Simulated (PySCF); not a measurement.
**MOCl₂ across group 14**

Level: PBE0, basis family def2-TZVP, scalar-relativistic core potentials from Rb on and no relativity for lighter atoms.

Each entry is the lowest minimum that a search over a few typed start shapes (and spin states, where more than one is plausible) found, or that minimum re-optimised at the stated level; isomers with ligand–ligand bonds, or fragments after loss of a ligand pair, can lie lower. Open shells are unrestricted; no spin–orbit coupling; PySCF with density fitting.

| molecule | 2S+1 | point group | mean bond to the central atom (Å) | distinct angles (°) | atomisation (kJ/mol) | polar-tensor charge of the central atom | gap (eV) |
| --- | --- | --- | --- | --- | --- | --- | --- |
| SiOCl₂ | ? | ? | ? | ? | ? | ? | ? |
| GeOCl₂ | 1 | C2v | 1.947 | 107/127 | 1138 | 1.58 | 6.05 |
| SnOCl₂ | 1 | C2v | 2.135 | 104/128 | 992 | 1.67 | 5.00 |

Fill in the row of SiOCl₂.

2S+1: 1; point group: C2v; mean bond to the central atom (Å): 1.840; distinct angles (°): 109/126; atomisation (kJ/mol): 1389; polar-tensor charge of the central atom: 1.56; gap (eV): 7.04.

Left out of the table are members whose search was unfinished or whose lowest solution was spin-contaminated, unstable, very soft or bonded differently.
